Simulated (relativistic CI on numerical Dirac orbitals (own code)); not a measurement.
Calculated at this level of theory: Dirac-Coulomb-Breit CI, KLI orbitals optimised for each configuration, QED by a radiative potential, valence Slater integrals scaled by 0.9, P86 correlation estimate, and configurations built on the next ion tied to the tabulated ionisation energy (semi-empirical) (own radial code, finite nucleus).

CI space (outside the closed core 1s2): 2s2.2p, 2s2.3s, 2s2.3p, 2s2.3d, 2s2.4s, 2s.2p2, 2p3, 2p2.3s, 2p2.3p, 2p2.3d, 2s.2p.3s, 2s.2p.3p, 2s.2p.3d, 2s2.4p, 2s2.4d, 2s2.4f, 2s.2p.4s, 2s.2p.4p, 2s.2p.4d, 2s.2p.4f, 2s.3s2, 2s.3s.3p, 2s.3s.3d, 2s.3p2. Levels of other configurations are missing.

Configurations that consist of the next ion and one excited electron were tied to the tabulated ionisation energy; Rydberg ones are usually within 1,000 to 3,000 cm⁻¹ and the lowest ones within about 6,000 (9,000 in d shells), while levels on excited terms of the next ion carry the error of that term, and the other configurations can be misplaced by 10,000 cm⁻¹ or more. Rates follow the energies as ν³ (E1, M1) or ν⁵ (E2), so rates, branching and lifetimes can be off by large factors.

Outline of the computed level scheme of Al IX. Lowest level of each configuration: 2s2.2p 2P°_1/2 at 0.000 eV; 2s.2p2 4P_1/2 at 18.628 eV; 2p3 4S°_3/2 at 58.126 eV; 2s2.3s 2S_1/2 at 182.967 eV; 2s2.3p 2P°_1/2 at 192.332 eV; 2s2.3d 2D_3/2 at 200.636 eV; 2s.2p.3s 4P°_1/2 at 205.701 eV; 2s.2p.3p 4D_1/2 at 213.992 eV; 2s.2p.3d 4F°_3/2 at 221.406 eV.

Some strong electric-dipole decays among the lowest 45 levels: 2s2.3d 2D_5/2 → 2s2.2p 2P°_3/2 (6.3e+11 s⁻¹); 2s2.3d 2D_3/2 → 2s2.2p 2P°_1/2 (5.3e+11 s⁻¹); 2s2.3d 2D_3/2 → 2s2.2p 2P°_3/2 (1.1e+11 s⁻¹); 2s2.3s 2S_1/2 → 2s2.2p 2P°_3/2 (8.4e+10 s⁻¹); 2s2.3s 2S_1/2 → 2s2.2p 2P°_1/2 (4.2e+10 s⁻¹).
